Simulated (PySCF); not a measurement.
A structure optimised at PBE-D3(BJ)/def2-TZVP, used in a PySCF frequency run:

```xyz
6

Zr    -0.0006     0.6509     0.0000
H      1.7970     1.1255     0.0000
H     -0.8878     1.2300    -1.5221
H     -0.8878     1.2300     1.5221
S     -0.0800    -1.7508     0.0000
H      1.2817    -1.6095     0.0000
```

Question: Write its SMILES, formula and point group.

Answer: [SH][ZrH3], H4SZr, Cs

Question: What are its rotational constants (standard atomic weights)?

Answer: 44.625, 3.4066, 3.3616 GHz
